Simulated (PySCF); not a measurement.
# What a mistake does to a calculation on AlGeH4N2

All numbers below are calculated, not measured. They come from PySCF 2.14.0, an open-source quantum chemistry program, on an isolated molecule that a program drew, which may never have been made. The molecule is AlGeH4N2 (charge 0, doublet), drawn as the SMILES string `[NH2][GeH][N]=[AlH]`.

Each row is a Hartree-Fock (HF) and frozen-core CCSD(T) single point in the cc-pV(D+d)Z basis, meant for a local HF minimum. Run 1 is clean. Each other run has one planted mistake out of seven kinds, and not every kind appears here: one electron removed, one electron added, multiplicity raised by two, geometry at a saddle point, minimal basis STO-3G, one bond length entered in bohr, all coordinates scaled. The reference is restricted for singlets and unrestricted otherwise, and also for a bond in bohr. Adding or removing an electron swaps singlet and doublet. Electrons count all cores. HOMO and LUMO are orbital energies over both spins, the gradient is its largest component, and the lowest frequency (negative if imaginary) is given only where the gradient is small. Bond lengths are over the 7 bonds as drawn. T1 is the CCSD diagnostic: over 0.02 (restricted) or 0.045 (unrestricted) a single reference is doubtful. Germanium has the cc-pVDZ-PP basis, with a core potential (ECP10MDF) in place of its 10 inner electrons, and its 3s, 3p and 3d shells are frozen in CCSD(T).

Geometry of the clean run:
```xyz
8
AlGeH4N2, angstrom
N    -0.6404    1.3609    0.4858
Ge    0.6337    0.2419   -0.2767
N     0.5716   -1.3421    0.5640
Al    0.5817   -2.8026    1.2650
H    -1.5393    0.9174    0.5791
H    -0.7770    2.2224   -0.0173
H     2.0026    0.9538   -0.0771
H     0.5682   -4.2190    1.9027
```

```
run,electrons,basis functions,<S^2>,HOMO (eV),LUMO (eV),gradient (hartree/bohr),lowest frequency (cm^-1),mean bond (Å),longest bond (Å),T1,HF (hartree),CCSD(T) (hartree),mistake
1,63,94,0.761,-6.90,1.58,1.2e-05,73,1.4852,1.859,0.0252,-646.47082,-647.00467,no fault
2,63,94,3.774,-5.06,0.15,8.4e-02,-,1.4852,1.859,0.0942,-646.37910,-646.86753,multiplicity raised by two
3,62,94,0.000,-14.76,-4.97,1.0e-01,-,1.4852,1.859,0.0246,-646.25220,-646.78439,one electron removed
4,63,94,0.831,-7.48,1.36,1.9e-02,-,1.6830,2.940,0.0298,-646.41427,-646.94351,one bond length entered in bohr
5,64,94,0.000,0.36,5.85,8.5e-02,-,1.4852,1.859,0.0376,-646.41904,-646.99923,?
```

**Which mistake was planted in run 5, and what did it cost?**

It counts 64 electrons, one more than the clean run, at the same geometry and basis. So the mistake is: one electron added. Subtracting run 1 and multiplying by 627.51 kcal/mol a hartree, the energy moved by 32.5 kcal/mol in HF and 3.4 kcal/mol in CCSD(T).

Cautions from the logs. Run 2: T1 is over the limit, so its CCSD(T) energy is less reliable; run 3: T1 is over the limit, so its CCSD(T) energy is less reliable; run 5: T1 is over the limit, so its CCSD(T) energy is less reliable and the HOMO is above zero, so the electron isn't bound and the energy depends on the basis.
